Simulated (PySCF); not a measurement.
**Se: ionisation energy**

Se [Ar] 3d10 4s2 4p4 (3P) → Se+ [Ar] 3d10 4s2 4p3 (4S), as a difference of total energies. Computed with PySCF 2.14 in cc-pVTZ-PP with ECP10MDF (5s4p3d1f, 39 functions), with scalar relativity through the core potential. Correlated levels: valence: 3s2 3p6 3d10 frozen. The calculations carry no spin-orbit coupling.

```json
{"method": "UHF", "ionisation energy (eV)": "8.549"}
{"method": "LDA", "ionisation energy (eV)": "9.852"}
{"method": "PBE", "ionisation energy (eV)": "9.601"}
{"method": "MP2 (valence)", "ionisation energy (eV)": "9.218"}
{"method": "SCS-MP2 (valence)", "ionisation energy (eV)": "9.283"}
{"method": "CCSD (valence)", "ionisation energy (eV)": "9.331"}
{"method": "CCSD(T) (valence)", "ionisation energy (eV)": "9.359"}
```

Errors of the correlated levels include the incompleteness of this basis and the frozen core.

Q: Which method comes closest to the reference value, and which is furthest?

A: The reference is 9.635 eV (measured; NIST levels, between the centres of gravity of the two terms). Closest: PBE (error -0.034 eV); furthest: UHF (error -1.086 eV).
